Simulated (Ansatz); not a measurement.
CH9NO2Si2 (`C[SiH2]N[SiH](O)O`). Total charge 0; spin multiplicity 1.

```xyz
15

C    -2.168   -0.193   -1.487
Si   -0.517    0.441   -0.900
N    -0.098   -0.323    0.595
Si    1.430   -0.414    1.373
O     2.551    0.087    0.285
O     1.583    0.518    2.706
H    -2.145   -1.275   -1.632
H    -2.441    0.273   -2.437
H    -2.956    0.042   -0.766
H    -0.569    1.927   -0.792
H     0.546    0.127   -1.901
H    -0.877   -0.701    1.116
H     1.661   -1.782    1.881
H     2.446   -0.195   -0.626
H     1.554    1.469    2.586
```

Task: Give the diagnostics of a CCSD(T)/def2-TZVPP run (frozen core, Ansatz). (Best estimate.)

Result: Ansatz gave: T1 = 0.0110, largest single amplitude 0.013, largest double 0.013, (T) share of the correlation energy 3.5 %, 9 CCSD cycles. The RHF solution is stable towards an unrestricted one. T1 lies under the customary mark of 0.02 for closed shells.
